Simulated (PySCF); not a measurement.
## Computed properties of H3S2, SMILES S[SH2+], charge +1

H3S2, SMILES S[SH2+], charge +1. Geometry optimised at B3LYP-D3(BJ)/def2-TZVP. The isomer is the one that the SMILES or the coordinates give; other isomers of the formula were not compared. The values are those of a single conformer. All values are computed for the isolated molecule unless a solvent is named; none is compared with measurement here.

**Structure.** The optimised structure has Cs symmetry. All 9 harmonic modes at B3LYP-D3(BJ)/def2-TZVP (PySCF) are real, so it is a minimum.

**Vibrations.** The strongest infrared lines (harmonic, unscaled, degenerate partners summed) lie at 2584 cm⁻¹ (52 km/mol, H 97 %), 242 cm⁻¹ (45 km/mol, H 97 %), 2581 cm⁻¹ (43 km/mol, H 97 %). The softest mode is at 242 cm⁻¹ and the zero-point energy is 17.7 kcal/mol.

**Electronic structure.** HF/def2-TZVPD (PySCF) places the frontier levels at -16.97 and -4.04 eV, a gap of 12.93 eV and a mean polarisability of 36.5 bohr³. PBE/def2-TZVPD (PySCF) at the same geometry gives -12.82 and -9.04 eV, so its gap is 9.15 eV narrower. An orbital gap is neither the optical nor the fundamental gap.

**Excitations.** TDA-M06-2X/def2-TZVPD (PySCF) has S1 at 4.17 eV (297 nm, f = 0.001, dark); the most intense of the 10 singlets computed lies at 7.03 eV (f = 0.15). T1 (TDA) is at 3.56 eV, 0.61 eV under S1. TDA-PBE/def2-TZVPD (PySCF) puts S1 at 4.12 eV. No vertical singlet excitation falls in the visible range (under 3.1 eV).

**NMR.** GIAO shifts at HF/pcSseg-2 (PySCF) (non-relativistic, atoms alike by connectivity averaged): ¹H from 5.8 to 6.8 ppm against TMS.
